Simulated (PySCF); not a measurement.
A structure optimised at PBE0-D3(BJ)/def2-SVP, used in a PySCF frequency run:

```xyz
8

Mg    -0.3787     0.3842     0.3632
S     -1.7072     1.7220     1.6802
H     -1.6371     0.8793     2.7368
O      0.6571    -0.6478    -0.6745
Si     1.6055    -1.5837    -1.6255
H      0.7830    -2.4690    -2.5136
H      2.4957    -2.4684    -0.8045
H      2.4856    -0.7494    -2.5076
```

### Question
Write its SMILES and formula.

### Answer
[SiH3][O][Mg][SH], H₄MgOSSi

### Question
What are its rotational constants (standard atomic weights)?

### Answer
65.759, 0.88294, 0.88020 GHz
